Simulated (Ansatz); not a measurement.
Born–Oppenheimer molecular dynamics of AlClH₂OSi (6 atoms, charge 0, multiplicity 1). It goes on from the last frame of an earlier run, with new velocities.

These are results of RKS PBE0/6-31G* (Ansatz 0.2.0), not measurements.

```json
{
  "ensemble": "NVT, Langevin thermostat",
  "time step": "0.5 fs",
  "steps asked": "150",
  "set temperature": "300 K",
  "friction": "0.001 /fs",
  "seed": "172487"
}
```

First frame:

```xyz
6
Properties=species:S:1:pos:R:3
O 1.347 -1.014 -1.494
Si 1.197 0.194 -0.572
Al -0.970 0.074 0.654
Cl -1.966 -1.792 0.509
H 2.233 1.192 -0.431
H -1.401 1.155 1.779
```

Q: How far do the bonds stretch over the last three quarters of this one trajectory? (Pairs bonded in most of those frames.)

A: 
| bond | mean (Å) | spread (Å) | shortest | longest |
| --- | --- | --- | --- | --- |
| O1–Si2 | 1.541 | 0.028 | 1.50 | 1.58 |
| Si2–Al3 | 2.461 | 0.023 | 2.44 | 2.51 |
| Si2–H5 | 1.516 | 0.047 | 1.44 | 1.58 |
| Al3–Cl4 | 2.094 | 0.007 | 2.08 | 2.11 |
| Al3–H6 | 1.592 | 0.068 | 1.50 | 1.70 |

Mean temperature of the second half: 236 K. The mean temperature of the second half is 21 % below the set value. A run of 0.075 ps of so small a system gives no equilibrium averages.

Run time: 5.8 min on 1 thread of Arm Neoverse V1 (shared host), peak memory 0.13 GiB.
